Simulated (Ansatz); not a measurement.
Cost and result for the atomization energy of C₃H₆BI (`C=CBCI`) (11 atoms, 10 bonds).

```xyz
11

C    -1.066    1.792   -0.321
C    -0.283    0.739   -0.573
B    -0.075   -0.376    0.471
C     0.681   -1.694    0.129
I     2.530   -0.831    0.865
H    -1.537    1.913    0.651
H    -1.272    2.562   -1.058
H     0.167    0.668   -1.564
H    -0.528   -0.251    1.573
H     0.515   -2.577    0.740
H     0.870   -1.945   -0.912
```

Total charge 0; spin multiplicity 1. Correlated methods include outer-core shells of I, which these sets cover unevenly. I: def2 effective core potential. The structure was optimised at the PBE0-D4/def2-TZVP level. It is one conformer, not always the lowest. Program: Ansatz. All runs use 4 threads of an Intel Xeon Platinum 8488C on a shared host. Times are those of one run each, without the atoms' runs, and a repeat can differ threefold. Electronic energies, without spin–orbit coupling; frozen cores. CCSD(T)/CBS adds CCSD(T) − MP2 in def2-TZVPP to the MP2 limit, and its time is that of the two runs behind it. T1 = 0.011. With those shells the extrapolation isn't a true limit. B3LYP takes the VWN-RPA correlation (the form of Gaussian; ORCA's B3LYP/G).

CCSD(T)/CBS is a level of theory with its own doubt, some kJ/mol a heavy atom from the limit and from the frozen cores, so smaller differences don't rank the functionals.

```csv
level,functions,wall time,atomization (kJ/mol),difference from CCSD(T)/CBS,per bond
LDA (SPW92)/def2-TZVPP,258,1.1 s,4792.5,588.2,58.8
revPBE-D4/def2-TZVPP,258,1.6 s,4215.0,10.7,1.1
r2SCAN-D4/def2-TZVPP (with forces),258,3.3 s,4231.2,26.9,2.7
r2SCANh-D4/def2-TZVPP,258,3.3 s,4210.4,6.1,0.6
B3LYP-D4/def2-TZVPP (with forces),258,3.8 s,4215.7,11.4,1.1
PBE-QIDH/def2-TZVPP,258,5 s,4212.4,8.1,0.8
B97M-V/def2-TZVPP,258,5.5 s,4218.2,13.9,1.4
ωB97X-V/def2-TZVPP,258,5.5 s,4197.1,-7.2,-0.7
CCSD(T)/def2-SVP,112,6 s,4017.8,-186.5,-18.6
ωB97M-V/def2-TZVPP (with forces),258,8 s,4209.9,5.6,0.6
MP2/def2-QZVPP,490,19 s,4238.9,34.6,3.5
CCSD(T)/def2-TZVPP,258,2.5 min,4107.0,-97.3,-9.7
CCSD(T)/CBS(def2),–,2.8 min,4204.3,0.0,0.0
```

Leaving LDA and LC-ωPBE aside and taking each functional with its dispersion term where it has one, the values, not all of them listed here, spread over 201.8 kJ/mol, from BHLYP-D4 to PBE-D4. LDA lies +504.0 kJ/mol from PBE without D4, its usual overbinding. From PBE to PBE0 (25 % exact exchange), in def2-TZVPP and without D4, the atomization energy moves by −59.4 kJ/mol: exact exchange takes away binding that semilocal exchange gives to molecules. The D4 term adds +40.0 kJ/mol with B3LYP and +21.0 kJ/mol with PBE0; it sums over pairs of atoms, weighted by their polarisabilities, and B3LYP, whose exchange is more repulsive, gets the larger term.

Spin–orbit coupling would lower the free I atoms strongly, and the atomization energy with them, by more than many differences here.
